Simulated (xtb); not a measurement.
C2H7BFNO, SMILES CCNB(O)F. All values are semi-empirical tight-binding results from xtb (GFN2-xTB unless named), good for trends rather than for accurate numbers. The structure is a stationary point at GFN2-xTB. The structure was generated by enumeration, and PubChem lists no compound with its InChIKey, so it may never have been made. One conformer was computed; it need not be the lowest.

Computed properties:
```json
{
  "orbital_gap": "6.99 eV",
  "dipole_moment": "1.21 D",
  "zero_point_energy": "64.3 kcal/mol",
  "G − E(el) at 298.15 K (modified RRHO)": "44.6 kcal/mol",
  "static polarisability (D4 model)": "55.4 bohr³",
  "solvation energy, GFN2-xTB/ALPB(water)": "-7.1 kcal/mol",
  "solvation energy, GFN2-xTB/ALPB(ch2cl2)": "-6.3 kcal/mol"
}
```

Computed IR lines (harmonic; lines under 4 % of the strongest left out, lines within 3 cm⁻¹ merged):
ν (cm⁻¹): 476 (w), 547 (m), 602 (m), 930 (m), 980 (w), 1155 (w), 1228 (m), 1254 (m), 1292 (m), 1348 (w), 1498 (w), 1506 (vs), 2904 (w), 3035 (w), 3047 (w), 3642 (w) (against the strongest line: vs over 80 %, s over 45 %, m over 15 %, w over 4 %, vw less)
